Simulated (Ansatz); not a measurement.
C₂H₅BrOSi (`Br[SiH]1CCO1`), relaxed with RKS PBE-D4/def2-SVP in the Gaussian-basis code of Ansatz from a rough embedded geometry. The force threshold is 0.03 eV/Å; the program also tests the step.

The species carries charge 0 and has multiplicity 1.

Start:

```xyz
10

Br    2.164   -0.226    1.806
Si    0.237   -0.735    0.980
C    -0.537    0.696    0.147
C     0.006    0.109   -1.178
O     0.373   -1.207   -0.620
H    -0.630   -1.646    1.779
H    -1.690    0.686    0.133
H    -0.251    1.693    0.378
H     0.954    0.588   -1.449
H    -0.627    0.041   -1.977
```

```
        step  energy (eV)  largest force (eV/Å)  largest move (Å)
           1  -82094.0290                 4.448             0.000
           2  -82094.5015                 1.122             0.176
           3  -82094.5409                 0.310             0.065
           4  -82094.5493                 0.196             0.092
           5  -82094.5579                 0.115             0.064
           6  -82094.5609                 0.111             0.038
           7  -82094.5624                 0.065             0.049
8 (rejected)  -82094.5571                 0.259             0.030
9 (rejected)  -82094.5623                 0.054             0.015
          10  -82094.5627                 0.018             0.007
```

End:

```xyz
10

Br    2.071   -0.333    2.187
Si    0.248   -0.733    0.947
C    -0.544    0.764    0.111
C    -0.007    0.089   -1.182
O     0.573   -1.151   -0.669
H    -0.551   -1.747    1.707
H    -1.649    0.818    0.172
H    -0.113    1.756    0.342
H     0.775    0.690   -1.696
H    -0.803   -0.153   -1.919
```

It took 17 s on 4 threads of an Arm Neoverse V1 on a shared host, with 0.17 GiB of host memory at the peak.
